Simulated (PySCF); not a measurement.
A side-by-side comparison of computed properties.

First species: C5H3FO2.
SMILES: `O=C(O)C#C/C=C\F`

Second species: C7H18NP.
InChI=1S/C7H18NP/c1-7(2)5-9-6-8(3)4/h7,9H,5-6H2,1-4H3

Levels: PBE0/pcSseg-1 for dipole moment, HOMO energy, LUMO energy and HOMO–LUMO gap; GFN2-xTB for rotational constant A and rotational constant C. Geometries: GFN2-xTB. All species are isolated and taken at one optimised geometry, non-relativistic unless stated; the electronic structure was computed with PySCF and density fitting.

Dipoles, sizes and rotational constants follow the conformer. The torsions of the flexible species, by atom-mapped SMILES:
- `[O:1]=[C:2]([OH:3])[C:4]#[C:5]/[CH:6]=[CH:7]\[F:8]`: H–O3–C2–O1 0°
- `[CH3:1][CH:2]([CH3:3])[CH2:4][PH:5][CH2:6][N:7]([CH3:8])[CH3:9]`: C1–C2–C4–P5 160°, C2–C4–P5–C6 -65°, C4–P5–C6–N7 -171°, P5–C6–N7–C8 64°

```tsv
property	column X	column Y
dipole moment	2.52 D	0.92 D
HOMO energy	-7.49 eV	-5.77 eV
LUMO energy	-1.78 eV	0.86 eV
HOMO–LUMO gap	5.71 eV	6.63 eV
rotational constant A	5.550 GHz	2.700 GHz
rotational constant C	0.762 GHz	0.567 GHz
```

Problem. Which column belongs to which species?

Solution. Column X is the first species and column Y the second. The first has 11 atoms and 58 electrons, the second 27 and 82.

Problem. How does each property change from the first species to the second?

Solution. dipole moment -1.60 D; HOMO energy +1.72 eV; LUMO energy +2.64 eV; HOMO–LUMO gap +0.92 eV; rotational constant A -2.850 GHz; rotational constant C -0.195 GHz.

On the first: The dipole matches unit charges of opposite sign 0.52 Å apart (1 e·Å = 4.8032 D).

On the second: The dipole matches unit charges of opposite sign 0.19 Å apart (1 e·Å = 4.8032 D). GFN2-xTB frequencies show an imaginary mode (22i cm⁻¹), so this geometry is no minimum at that level.
